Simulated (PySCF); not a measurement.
SnHMe2(SiH3), C₂H₁₀SiSn.
Bonds: Sn1–C3, Sn1–C7, Sn1–Si11. Hydrogens: H2 on Sn1; H4, H5, H6 on C3; H8, H9, H10 on C7; H12, H13, H14 on Si11.

Method: PBE0-D3(BJ)/def2-SVP geometry optimisation, gas phase, def2 core potentials past Kr in PySCF.

(1) How far are the bound atoms from Sn1?

(2) List the angles at Sn1.

(3) What is the shape at Sn1?

(4) What are the other bond lengths?

(5) What are the rotational constants (commonest isotopes, rigid rotor)?

Results:

(1) 4 atoms: H2 1.723 Å, C3 2.157 Å, C7 2.158 Å, Si11 2.574 Å. The nearest atom not counted as bound is H9, at 2.73 Å (others tie with it).

(2) 
```tsv
angle	degrees	distance of the outer atoms (Å)
C7–Sn1–Si11	110.6	3.90
C3–Sn1–Si11	110.4	3.89
H2–Sn1–Si11	109.3	3.54
H2–Sn1–C7	109.0	3.17
C3–Sn1–C7	108.8	3.51
H2–Sn1–C3	108.8	3.16
```

(3) Tetrahedral: angles from 108.8° to 110.6°; τ4 = (360° − α − β)/141° = 0.99 with α and β the two widest (0 for a square, 1 for a tetrahedron).

(4) C3–H4 and 5 like bonds 1.099 Å; Si11–H12, Si11–H13, Si11–H14 1.497 Å.

(5) A = 3773, B = 1990, C = 1544 MHz: an asymmetric top.

Point group: near Cs, missed by 0.16 Å at most; the miss may be what the optimiser left on a soft mode. Charge 0, singlet. Not checked by PBE0-D3(BJ)/def2-SVP frequencies.

The run took 2.5 min wall, 2.2 min CPU on one thread, Intel Xeon at 2.50 GHz (x86_64), no GPU, shared host with 64 logical CPUs at a one-minute load of 52, and the process peaked at 0.49 GiB of memory. This is the geometry optimisation.
